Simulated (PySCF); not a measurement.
C7H7 (doublet state).
Cartesian coordinates in Å at the GFN2-xTB level; atoms count from 1:
```
atom  x, y, z in Å
C1    -2.4581    1.5163    0.1416
C2    -1.3931    0.7652    0.1927
C3    -1.1035   -0.1622    1.3430
C4    -0.3874    0.7736   -0.8859
C5     0.7118    0.0528   -0.8373
C6     1.7426   -0.6588   -0.7159
C7     2.8366   -1.3743   -0.6472
H8    -2.8990    2.2297   -0.5152
H9    -1.8707   -0.0725    2.1067
H10   -0.1334    0.0749    1.7766
H11   -1.0707   -1.1910    0.9872
H12   -0.5903    1.4108   -1.7350
H13    3.0426   -2.0055    0.2024
H14    3.5721   -1.3596   -1.4359
```

The hyperfine couplings belong to this conformer and change with its torsions.

Identity: `[H]/[C]=C(/C)C=C=C=C` [radical].

Method: UKS B3LYP, pcH-1 on C H, non-relativistic, mean-field spin-orbit, GIAO (PySCF 2.14.0). The structure is a single GFN2-xTB conformer in the gas phase; no vibrational or solvent corrections. The geometry wasn't refined by DFT: couplings that depend on bond lengths, twists or pyramidal angles can differ widely from those at the functional's own minimum. The SCF solution wasn't tested for stability.

Principal values of hyperfine tensors in MHz (contact and dipolar terms together), for some of the nuclei:

```json
{"atom": "C1", "isotope": "13C", "A1": "249.22", "A2": "279.26", "A3": "474.79"}
{"atom": "C4", "isotope": "13C", "A1": "88.23", "A2": "100.57", "A3": "103.90"}
{"atom": "C3", "isotope": "13C", "A1": "44.00", "A2": "44.56", "A3": "58.34"}
{"atom": "H8", "isotope": "1H", "A1": "6.61", "A2": "30.85", "A3": "80.78"}
{"atom": "C6", "isotope": "13C", "A1": "4.75", "A2": "11.11", "A3": "11.73"}
{"atom": "H13", "isotope": "1H", "A1": "5.72", "A2": "7.65", "A3": "10.71"}
{"atom": "H14", "isotope": "1H", "A1": "5.52", "A2": "7.22", "A3": "9.94"}
{"atom": "C2", "isotope": "13C", "A1": "-26.82", "A2": "-3.59", "A3": "9.90"}
```

Give the isotropic coupling of each nucleus in MHz and in mT (g = 2.0022), and the anisotropic part.

a_iso = (A1 + A2 + A3)/3, Ti = Ai − a_iso; 1 mT corresponds to 28.024 MHz.

```json
{"atom": "C1", "a_iso (MHz)": "334.42", "a_iso (mT)": "11.934", "T1": "-85.20", "T2": "-55.17", "T3": "140.37"}
{"atom": "C4", "a_iso (MHz)": "97.57", "a_iso (mT)": "3.482", "T1": "-9.34", "T2": "3.01", "T3": "6.33"}
{"atom": "C3", "a_iso (MHz)": "48.97", "a_iso (mT)": "1.747", "T1": "-4.97", "T2": "-4.40", "T3": "9.37"}
{"atom": "H8", "a_iso (MHz)": "39.41", "a_iso (mT)": "1.406", "T1": "-32.80", "T2": "-8.57", "T3": "41.37"}
{"atom": "C6", "a_iso (MHz)": "9.20", "a_iso (mT)": "0.328", "T1": "-4.45", "T2": "1.92", "T3": "2.53"}
{"atom": "H13", "a_iso (MHz)": "8.03", "a_iso (mT)": "0.286", "T1": "-2.31", "T2": "-0.38", "T3": "2.68"}
{"atom": "H14", "a_iso (MHz)": "7.56", "a_iso (mT)": "0.270", "T1": "-2.04", "T2": "-0.34", "T3": "2.38"}
{"atom": "C2", "a_iso (MHz)": "-6.84", "a_iso (mT)": "-0.244", "T1": "-19.98", "T2": "3.24", "T3": "16.74"}
```

What spin density at the nucleus of C2 lies behind its contact coupling (g_N = 1.40482)?

a_FC = 800.24 MHz bohr³ × g_N × ρ(0)/(2S). With a_FC = -6.84 MHz and 2S = 1, ρ(0) = -0.006081 bohr⁻³.

H12 (1H, g_N = 5.58569) isn't in the table. Its spin density at the nucleus is -0.002073 bohr⁻³. What is its contact coupling?

By the same relation, a_FC = -9.27 MHz. Its full tensor has the principal values -14.36, -11.33, -2.11 MHz.

Name the largest traceless tensor T of the table and describe it.

C1: -85.2, -55.2, 140.4 MHz, rhombic: the two smaller values differ by 21 % of the largest.

What first-order splitting does C4 cause when the field lies along A1, A2 or A3 of its tensor (g taken as isotropic, no quadrupole term)?

2 lines (I = 1/2), spaced by |A_i|/(g × 13.996): 3.15, 3.59, 3.71 mT along the axes of A1, A2 and A3.
